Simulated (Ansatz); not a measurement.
Geometry optimisation, Ansatz, RKS PBE-D4/def2-SVP.

Input file:

```yaml
crystal:
  periodic: [false, false, false]
  atoms:
    - { symbol: Si, position_ang: [0.0, 0.0, 0.0] }
    - { symbol: H, position_ang: [0.0, 0.0, 1.46] }
    - { symbol: F, position_ang: [1.4994, 0.0, -0.5295] }
    - { symbol: F, position_ang: [-0.7489, 1.2974, -0.5295] }
    - { symbol: F, position_ang: [-0.7489, -1.2974, -0.5295] }
basis:
  gaussian: { orbitals: def2-SVP }
hamiltonian:
  xc: pbe
  dispersion: d4
relax:
  f_tol: 0.02
  max_steps: 40
```

Run as:

```bash
$ ansatz run input.yaml --threads 2 --pin off --max-ram 3072MiB --backend cpu --events-out ev --progress --plain --runs-dir out
```

Question: Where does it end, and by what steps?

Answer: It converged. After 2 steps the energy has fallen by 0.049 eV; H2 moved furthest, 0.04 Å.

```
step  energy less start (eV)  largest force component (eV/Å)  accepted
   0                  0.0000                           1.009       yes
   1                 -0.0350                           0.684       yes
   2                 -0.0490                           0.012       yes
```

```xyz
5
Properties=species:S:1:pos:R:3
Si 0.000 0.000 0.023
H 0.000 0.000 1.502
F 1.509 0.000 -0.551
F -0.754 1.306 -0.551
F -0.754 -1.306 -0.551
```

The run took 1.4 s on 2 threads of Intel(R) Xeon(R) 6975P-C (Granite Rapids), on a shared host, peak memory 0.13 GiB.
